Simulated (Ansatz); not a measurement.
Ge(SiH3)2H2 (Si2GeH8), relaxed as a singlet with RKS PBE-D4/def2-SVP in Ansatz, starting from the GFN2-xTB geometry. Force threshold 0.02 eV/Å.

Start:

Cartesian coordinates in Å:
```
Ge -0.412 0.644 0.092
Si 1.438 0.300 1.488
H 1.229 -0.881 2.330
H 1.698 1.441 2.366
H 2.642 0.065 0.687
Si -1.075 -0.869 -1.569
H -1.459 -2.149 -0.970
H 0.034 -1.126 -2.492
H -2.209 -0.380 -2.354
H -0.270 2.014 -0.548
H -1.616 0.940 0.970
```

Q: Estimate the energy that the relaxation releases and the steps that it takes.

A: 5.2 kcal/mol, in 8 steps; 8 s on 4 threads of Arm Neoverse V2 on a shared host. No frequencies were taken in this run, so the end may be a saddle point.

Q: Does the start keep its bonding and symmetry?

A: By distances, no bond broke or formed. The bond that changes most is Ge1–Si6, from 2.34 to 2.39 Å (atoms count from 1). Point group Cs at the start, C2v at the end, both within 0.05 Å.

Q: Predict the relaxed structure.

A: 
```xyz
11

Ge   -0.514    0.844    0.100
Si    1.391    0.240    1.418
H     1.112   -1.045    2.151
H     1.720    1.311    2.424
H     2.582    0.034    0.522
Si   -1.005   -0.875   -1.493
H    -1.287   -2.166   -0.773
H     0.180   -1.078   -2.399
H    -2.202   -0.515   -2.332
H    -0.236    2.182   -0.642
H    -1.743    1.069    1.025
```
Bond lengths: 2 × Ge–Si 2.39 Å; 6 × H–Si 1.51 Å; 2 × Ge–H 1.55 Å.
